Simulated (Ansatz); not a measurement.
Z-matrix (Å, degrees):
```
C
H 1 1.0805
C 1 1.4947 2 119.04
H 3 1.0819 1 118.02 2 -144.21
H 3 1.0835 4 114.75 1 -144.67
C 1 1.4947 2 119.04 3 70.58
H 6 1.0819 1 118.03 2 144.21
H 6 1.0835 7 114.75 1 144.68
I 1 2.1229 2 109.79 6 144.73
```
Charge 0, multiplicity 1.

Computed with frozen-core CCSD(T)/def2-TZVPP // TPSSh-D3(BJ)/def2-TZVP in Ansatz (a program for electronic structure).

| Property | Value |
|---|---|
| HF energy | -413.17839 Ha |
| MP2 correlation energy | -1.00596 Ha |

Q: Estimate the CCSD correlation energy, the (T) correction, the total energy and the T1 diagnostic.

A: 
| Property | Value |
|---|---|
| CCSD correlation energy | -1.00028 Ha |
| (T) correction | -0.03411 Ha |
| CCSD(T) total energy | -414.21279 Ha |
| T1 diagnostic | 0.008 |
